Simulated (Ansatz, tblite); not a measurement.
Cost and result up the ladder for (ZnS)2 ring (Zn2S2) (4 atoms). The state is a singlet with charge 0. Geometry: PBE0-D4/def2-SVP.

```xyz
4

Zn    0.167    0.824   -0.870
S     1.862   -0.293    0.080
Zn   -0.167   -0.824    0.870
S    -1.862    0.293   -0.080
```

Ansatz on 4 threads of Arm Neoverse V2 on a shared host; xTB runs through tblite on one thread. Times are rough, summed over both states, and most runs start from the orbitals of an earlier one. PBE0-D4/def2-TZVP serves as the yardstick here, not as an exact answer. The other state is a doublet.

The xTB rows come from tblite.

Raw xTB energies of ions are shifted by several eV.

| level | functions | wall time | vertical IE (eV) | difference from PBE0-D4/def2-TZVP (eV) |
| --- | --- | --- | --- | --- |
| GFN2-xTB | 26 | 0.004 s | 13.96 | 5.47 |
| GFN1-xTB | 26 | 0.005 s | 13.22 | 4.73 |
| PBE-D4/def2-TZVP | 170 | 5.3 s | 8.34 | -0.15 |
| PBE0-D4/def2-TZVP (with forces) | 170 | 10 s | 8.48 | 0.00 |
| r2SCAN-D4/def2-TZVP | 170 | 14 s | 8.41 | -0.08 |
